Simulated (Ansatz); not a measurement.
# Molecular dynamics of F4Ti

The input (input.yaml):

```yaml
crystal:
  periodic: [false, false, false]
  atoms:
    - { symbol: Ti, position_ang: [0.000401, 0.0, 0.000364] }
    - { symbol: F, position_ang: [0.000139, 0.0, 1.72606] }
    - { symbol: F, position_ang: [1.627473, 0.0, -0.574674] }
    - { symbol: F, position_ang: [-0.813057, 1.409002, -0.574975] }
    - { symbol: F, position_ang: [-0.813057, -1.409002, -0.574975] }
basis:
  gaussian: { orbitals: def2-SVP }
hamiltonian:
  xc: pbe0
  dispersion: d4
md:
  timestep: 1.0
  n_steps: 300
  ensemble: nve
  temperature: 300.0
  initial_velocities: maxwell_boltzmann
  seed: 226716
```

Launched with:

```bash
$ ansatz run input.yaml --threads 1 --pin off --max-ram 2048MiB --backend cpu --events-out ev --progress --plain --runs-dir out
```

It starts from a relaxed structure.

Output, in part (step lines, the closing report, with atoms numbered from 0):

```
md step     0: t =     0.00 fs  T =   300.0 K  F+E_penalty+E_count = -33963.24146501 eV  E_kin = 0.116334 eV  conserved = -33963.12513101 eV  (29 SCF iters)
md step     1: t =     1.00 fs  T =   298.0 K  F+E_penalty+E_count = -33963.24068664 eV  E_kin = 0.115561 eV  conserved = -33963.12512516 eV  (31 SCF iters)
md step     2: t =     2.00 fs  T =   292.2 K  F+E_penalty+E_count = -33963.23842235 eV  E_kin = 0.113310 eV  conserved = -33963.12511192 eV  (31 SCF iters)
md step     3: t =     3.00 fs  T =   283.1 K  F+E_penalty+E_count = -33963.23487510 eV  E_kin = 0.109782 eV  conserved = -33963.12509261 eV  (31 SCF iters)
md step     4: t =     4.00 fs  T =   271.5 K  F+E_penalty+E_count = -33963.23034326 eV  E_kin = 0.105274 eV  conserved = -33963.12506949 eV  (31 SCF iters)
md step     5: t =     5.00 fs  T =   258.2 K  F+E_penalty+E_count = -33963.22518849 eV  E_kin = 0.100144 eV  conserved = -33963.12504471 eV  (31 SCF iters)
md step     6: t =     6.00 fs  T =   244.4 K  F+E_penalty+E_count = -33963.21979999 eV  E_kin = 0.094779 eV  conserved = -33963.12502067 eV  (31 SCF iters)
md step     7: t =     7.00 fs  T =   230.9 K  F+E_penalty+E_count = -33963.21455644 eV  E_kin = 0.089557 eV  conserved = -33963.12499962 eV  (31 SCF iters)
[... lines left out ...]
md step   297: t =   297.00 fs  T =   275.0 K  F+E_penalty+E_count = -33963.23175513 eV  E_kin = 0.106635 eV  conserved = -33963.12512048 eV  (31 SCF iters)
md step   298: t =   298.00 fs  T =   274.3 K  F+E_penalty+E_count = -33963.23147616 eV  E_kin = 0.106359 eV  conserved = -33963.12511727 eV  (31 SCF iters)
md step   299: t =   299.00 fs  T =   270.1 K  F+E_penalty+E_count = -33963.22986491 eV  E_kin = 0.104758 eV  conserved = -33963.12510735 eV  (27 SCF iters)
md step   300: t =   300.00 fs  T =   263.0 K  F+E_penalty+E_count = -33963.22708662 eV  E_kin = 0.101995 eV  conserved = -33963.12509141 eV  (29 SCF iters)
Total energy: -33963.22716636 eV, -1248.1255772614 hartree
Atom 0 at     0.001726     0.004563     0.004529 Å, force    -0.082004    -0.387823    -0.646174 eV/Å
Atom 1 at    -0.006230     0.018756     1.720225 Å, force     0.042043    -0.068000     0.284100 eV/Å
Atom 2 at     1.627050    -0.032265    -0.596483 Å, force    -0.228361     0.112986     0.141607 eV/Å
Atom 3 at    -0.829575     1.423698    -0.529085 Å, force     0.101826    -0.119468    -0.030363 eV/Å
Atom 4 at    -0.793086    -1.421685    -0.603714 Å, force     0.166496     0.462305     0.250830 eV/Å
Dipole moment:     0.004924     0.020046     0.026230 e Å
```

The steps, from the saved trajectory:

| time (fs) | T (K) | potential energy less start (eV) | conserved less start (meV/atom) |
| --- | --- | --- | --- |
| 0 | 300 | 0.000 | 0.00 |
| 10 | 200 | 0.039 | 0.03 |
| 20 | 168 | 0.051 | 0.01 |
| 30 | 23 | 0.108 | 0.04 |
| 40 | 66 | 0.091 | 0.01 |
| 50 | 62 | 0.093 | 0.04 |
| 60 | 219 | 0.031 | 0.00 |
| 70 | 222 | 0.030 | 0.03 |
| 80 | 284 | 0.006 | 0.00 |
| 90 | 160 | 0.055 | 0.03 |
| 100 | 126 | 0.067 | 0.01 |
| 110 | 9 | 0.113 | 0.04 |
| 120 | 85 | 0.083 | 0.01 |
| 130 | 105 | 0.076 | 0.03 |
| 140 | 249 | 0.020 | 0.00 |
| 150 | 229 | 0.028 | 0.03 |
| 160 | 257 | 0.017 | 0.00 |
| 170 | 120 | 0.070 | 0.03 |
| 180 | 93 | 0.080 | 0.01 |
| 190 | 16 | 0.110 | 0.04 |
| 200 | 116 | 0.071 | 0.01 |
| 210 | 156 | 0.056 | 0.03 |
| 220 | 272 | 0.011 | 0.00 |
| 230 | 222 | 0.030 | 0.03 |
| 240 | 209 | 0.035 | 0.01 |
| 250 | 77 | 0.087 | 0.03 |
| 260 | 72 | 0.088 | 0.01 |
| 270 | 47 | 0.098 | 0.03 |
| 280 | 160 | 0.054 | 0.01 |
| 290 | 203 | 0.038 | 0.02 |
| 300 | 263 | 0.014 | 0.01 |

The run went to its last step. The conserved energy stayed within 0.04 meV per atom of its start (net change 0.008 meV per atom), so the integration is sound. Over the second half the temperature averaged 0.51 of the 300 K drawn at the start: a run that starts near a minimum puts about half its kinetic energy into the potential. A run of 0.3 ps of so small a system gives no equilibrium averages.

The same pairs are bonded in the first frame and the last. Pairs count as bonded within 1.25 times the sum of covalent radii (0.12 Å more for H–H).

Last frame:

```xyz
5
Properties=species:S:1:pos:R:3
Ti 0.002 0.005 0.004
F -0.006 0.019 1.720
F 1.627 -0.032 -0.597
F -0.830 1.424 -0.529
F -0.793 -1.422 -0.604
```

The run took 22 min on 1 thread of Intel(R) Xeon(R) Platinum 8375C CPU @ 2.90GHz (Ice Lake) (shared host), peak memory 0.2 GiB.
